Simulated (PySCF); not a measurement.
CCl₃F.

```xyz
5

F      0.0000     0.0000     1.5915
C      0.0000     0.0000     0.2508
Cl    -1.4594    -0.8426    -0.3104
Cl     1.4594    -0.8426    -0.3104
Cl     0.0000     1.6852    -0.3104
```

Geometry: B3LYP-D3(BJ)/def2-TZVP.

Calculation: B3LYP/pcSseg-1 (PySCF). Non-relativistic, no solvent.

Question: Give the absolute GIAO shielding of each atom: isotropic value and principal components (ppm). (The exact figures need the calculation; the answer reports its results.)

Answer: 
```csv
atom,σ(iso),σ11,σ22,σ33,span
F1,161.7,138.8,138.8,207.6,68.8
C2,26.6,25.5,25.5,28.7,3.2
Cl3,346.6,22.5,67.9,949.4,927.0
Cl4,346.6,22.5,67.9,949.4,927.0
Cl5,346.6,22.5,68.0,949.4,926.9
```
